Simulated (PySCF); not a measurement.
Ga(OH)2(SeH) (GaH₃O₂Se), SMILES [OH][Ga]([OH])[SeH]. Geometry optimised at PBE-D3(BJ)/def2-SVP. The structure was generated by enumeration; whether it is a known compound was not checked. Other conformers were not sampled.

Calculation: PBE-D3(BJ)/def2-SVP (PySCF).

Harmonic wavenumbers (cm⁻¹): 110, 154, 170, 180, 280, 282, 324, 593, 658, 698, 800, 836, 2361, 3721, 3741. Rotational constants (GHz): 6.026, 1.490, 1.194; symmetry number 1.

Work out the zero-point energy and the ideal-gas rigid-rotor harmonic-oscillator thermochemistry at 298.15 K and 1 atm.

ZPE = ½ Σ hcν = ½ × 14906 cm⁻¹ = 89.16 kJ/mol. H − E(el) = 110.61 kJ/mol. Entropy in J/(mol K): translation 173.77, rotation 116.30, vibration 69.19, total 359.26. G − E(el) = 3.49 kJ/mol. Cp = 103.01 J/(mol K). Modes under 150 cm⁻¹ make the vibrational entropy uncertain.
